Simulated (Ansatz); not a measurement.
Basis-set extrapolation for C3H6O2Si, SMILES `[SiH3]C1OC=CO1` (PBE0-D4/def2-TZVP geometry, frozen core, the Gaussian-basis code of Ansatz). Multiplicity 1, RHF reference.

```json
{"": "HF", "def2-TZVPP": "-555.806336", "def2-QZVPP": "-555.827542"}
{"": "MP2 correlation", "def2-TZVPP": "-1.066095", "def2-QZVPP": "-1.143631"}
{"": "CCSD(T) correlation", "def2-TZVPP": "-1.152517", "def2-QZVPP": "not run"}
```

Energies in hartree. Use E(X) = E(∞) + A·exp(−7.88·√X) for Hartree–Fock and E(X) = E(∞) + B·X^(−2.97) for correlation, with X = 3 and 4, and add CCSD(T) minus MP2 of the smaller set to the MP2 limit.

Question: What is the CCSD(T) energy at the basis-set limit?

Answer: HF limit: -555.827542 + (-0.021206) × 0.13774 = -555.83046. MP2 limit: -1.143631 + (-0.077536) × 0.74074 = -1.20107. Higher-order term: -1.152517 − (-1.066095) = -0.08642. Total: -557.11795 hartree, 4.33 eV below CCSD(T)/def2-TZVPP.
